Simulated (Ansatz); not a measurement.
Consider the formal exchange of groups at a Ge–C bond: `[CH3][Ge]([CH3])([F])[Cl]` + `C=C=CF` → `[CH3][GeH]([F])[Cl]` + `C=C=C(C)F`.

Program: Ansatz. Geometries: PBE0-D4/def2-TZVP. ΔE: electronic, gas phase. CBS: MP2 limit from def2 TZ/QZ plus the TZ coupled-cluster correction, frozen cores. DFT in def2-TZVPP. B3LYP here is the variant with VWN-RPA as its local correlation; programs differ in this. For Ge outer-core shells are correlated without core-valence functions, which leaves a few kJ/mol of doubt a bond. Scalar relativity is left out up to krypton.

```tsv
level	ΔE (kcal/mol)	difference from CCSD(T)/CBS
PBE-D4	5.1	-1.1
r2SCAN-D4	5.2	-1.0
PBE0-D4	5.1	-1.1
B3LYP-D4	5.4	-0.8
ωB97X-V	5.1	-1.1
ωB97M-V	5.6	-0.6
B2PLYP	5.5	-0.7
PBE	4.7	-1.5
r2SCAN	5.1	-1.1
PBE0	4.7	-1.5
B3LYP	4.8	-1.4
HF/def2-TZVPP	4.4	-1.8
MP2/def2-TZVPP	6.6	0.4
SCS-MP2/def2-TZVPP	6.0	-0.2
CCSD/def2-TZVPP	6.3	0.1
CCSD(T)/def2-TZVPP	6.4	0.2
HF/def2-QZVPP	4.3	-1.9
MP2/def2-QZVPP	6.4	0.2
SCS-MP2/def2-QZVPP	5.9	-0.3
HF/CBS(def2)	4.2	-2.0
MP2/CBS(def2)	6.4	0.2
CCSD/CBS(def2)	6.1	-0.1
CCSD(T)/CBS	6.2	0
```

Largest T1 diagnostic among the species: 0.013.

In def2-TZVPP, CCSD(T) changes the Hartree–Fock value by +2.0 kcal/mol (the triples alone add +0.1 kcal/mol) and MP2 by +2.2 kcal/mol.
